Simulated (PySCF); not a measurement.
## Telling isomers of C$_{6}$H$_{11}$N$_{3}$ apart by NMR

[PySCF 2.14: shielding tensors at PBE0/pcSseg-1 (GIAO); GFN2-xTB geometry; non-relativistic Hamiltonian; equivalent nuclei averaged; no solvent model; single conformer]

Shifts are taken against calculated references (same method and geometry level): ¹H and ¹³C against TMS. Where no couplings were computed, multiplicities follow the n + 1 count of equivalent neighbours, and m marks all less simple cases (inequivalent or close neighbours, rings, F or P nearby). Shifts are as computed. Against solution values, carbons near 30 ppm lie about +3 ppm off and those near 130 ppm about +5 ppm. Of 1211 compounds with measured shifts, 218 miss one by over three times the rms of a fit or turn the order of signals round; such compounds aren't used in these exercises. OH and NH positions are gas-phase values without hydrogen bonding to other molecules.

(1) Tabulate the signals of `CC(C)(C)n1nccn1`, `CC(C)(C)c1cn[nH]n1`, `CCc1cnn(CC)n1`, `CC(C)Cn1cnnc1`, `CC(C)(C)c1nc[nH]n1`, `CC(C)(C)n1ccnn1` and their relative energies.

(2) What is the quickest way to tell CC(C)Cn1cnnc1 from CC(C)(C)n1ccnn1?

(3) What is the quickest way to tell CCc1cnn(CC)n1 from CC(C)(C)n1ccnn1?

(4) What is the quickest way to tell CC(C)(C)c1cn[nH]n1 from CC(C)(C)c1nc[nH]n1?

## Answers

(1) 
```json
{"SMILES": "CC(C)(C)n1nccn1", "carbon types": "1×C 2×CH 3×CH3", "δC": "137.7, 59.8, 31.4", "δH": "7.65 (s, 2H), 1.71 (s, 9H)", "E rel. (kcal/mol)": "13.3"}
{"SMILES": "CC(C)(C)c1cn[nH]n1", "carbon types": "2×C 1×CH 3×CH3", "δC": "162.7, 134.1, 32.8, 32.4", "δH": "10.93 (br s, 1H), 7.58 (s, 1H), 1.45 (s, 9H)", "E rel. (kcal/mol)": "13.5"}
{"SMILES": "CCc1cnn(CC)n1", "carbon types": "1×C 1×CH 2×CH2 2×CH3", "δC": "155.6, 137.1, 51.4, 23.8, 20.7, 19.5", "δH": "7.45 (s, 1H), 4.44 (q, 2H), 2.79 (q, 2H), 1.44 (t, 3H), 1.24 (t, 3H)", "E rel. (kcal/mol)": "12.4"}
{"SMILES": "CC(C)Cn1cnnc1", "carbon types": "3×CH 1×CH2 2×CH3", "δC": "145.8, 54.7, 37.0, 21.8", "δH": "7.81 (s, 2H), 3.72 (d, 2H), 1.71 (m, 1H), 0.96 (d, 6H)", "E rel. (kcal/mol)": "12.9"}
{"SMILES": "CC(C)(C)c1nc[nH]n1", "carbon types": "2×C 1×CH 3×CH3", "δC": "176.8, 144.3, 34.5, 32.4", "δH": "10.03 (br s, 1H), 7.82 (s, 1H), 1.49 (s, 9H)", "E rel. (kcal/mol)": "0.0"}
{"SMILES": "CC(C)(C)n1ccnn1", "carbon types": "1×C 2×CH 3×CH3", "δC": "136.2, 124.8, 56.7, 32.2", "δH": "7.70 (m, 1H), 7.43 (m, 1H), 1.73 (s, 9H)", "E rel. (kcal/mol)": "19.3"}
```

Energies are electronic energies at PBE0/pcSseg-1 on these geometries, without zero-point or thermal terms, each for the one conformer computed, which needn't be the lowest.

(2) Both give the same number of carbon signals, but DEPT or the intensities differ. The first has an sp3 CH2 bonded to N at 54.7 ppm, the second a fully substituted sp3 carbon bonded to N (C) at 56.7 ppm. Their most deshielded carbons lie at 145.8 and 136.2 ppm.

(3) Count the carbon signals: 6 against 4. The first has a substituted aromatic carbon next to a ring nitrogen (C) at 155.6 ppm, the second a fully substituted sp3 carbon bonded to N (C) at 56.7 ppm. Their most deshielded carbons lie at 155.6 and 136.2 ppm.

(4) Both give the same number of carbon signals, with the same numbers of each carbon type, so the positions decide. The first has a substituted aromatic carbon next to a ring nitrogen (C) at 162.7 ppm, the second a substituted aromatic carbon next to a ring nitrogen (C) at 176.8 ppm.
